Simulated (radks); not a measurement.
Values are calculated unless marked as measured or tabulated.
Numerical settings for neutral strontium, [Kr] 5s2. Code: a radial shooting solver on a logarithmic mesh with Libxc functionals. Model: Dirac Kohn-Sham, BLYP, spin-unpolarised, spherical densities, point nucleus. The defaults (mesh step 0.008 in ln r, mesh end at 40 bohr or more with all orbitals vanishing there, Anderson mixing 0.5 over 9 steps, residual threshold near 1e-9 with the energy settled to 1e-9 hartree or 1e-11 of itself, here a cap of 50 iterations) give E = -3180.2808 hartree and 5s1/2 at -3.376 eV in 14 iterations. Run on one thread of a shared host, so times are rough (Arm Neoverse N1): 0.15 s of CPU time, 0.15 s wall, 14 iterations on 2725 mesh points. Changes against that run (0 stands for a change within the tolerance of the run):

mesh step in ln r 0.03: iterations 14; converged yes; E (mhartree) +0.00039; e(5s1/2) (meV) 0; CPU (s) 0.05
mesh step in ln r 0.02: iterations 14; converged yes; E (mhartree) 0; e(5s1/2) (meV) 0; CPU (s) 0.07
mesh step in ln r 0.005: iterations 14; converged yes; E (mhartree) 0; e(5s1/2) (meV) 0; CPU (s) 0.23
mesh end (bohr) 5: iterations 13; converged level above zero; E (mhartree) +334; e(5s1/2) (meV) +6.75e+03; CPU (s) 0.11
mesh end (bohr) 12: iterations 14; converged yes; E (mhartree) +0.609; e(5s1/2) (meV) +41.6; CPU (s) 0.14
residual threshold 1e-16: iterations 50; converged no; E (mhartree) 0; e(5s1/2) (meV) 0; CPU (s) 0.31
residual threshold 0.001: iterations 9; converged yes; E (mhartree) 0; e(5s1/2) (meV) -0.0966; CPU (s) 0.12
mixing 0.2: iterations 16; converged yes; E (mhartree) 0; e(5s1/2) (meV) 0; CPU (s) 0.17
linear mixing, mixing 0.05: iterations 50; converged no; E (mhartree) +0.649; e(5s1/2) (meV) -176; CPU (s) 0.44
linear mixing, mixing 0.5: iterations 30; converged yes; E (mhartree) 0; e(5s1/2) (meV) 0; CPU (s) 0.25
mixing history 3: iterations 15; converged yes; E (mhartree) 0; e(5s1/2) (meV) 0; CPU (s) 0.15
iteration cap 8: iterations 8; converged no; E (mhartree) 0; e(5s1/2) (meV) -0.0966; CPU (s) 0.09

Settled on a wrong energy, with an occupied level pushed above zero by the early mesh end: mesh end (bohr) 5 (+0.334 hartree). Apart from these: no run marked as converged misses the energy by more than 1 mhartree. A mesh that ends early acts as a hard wall.
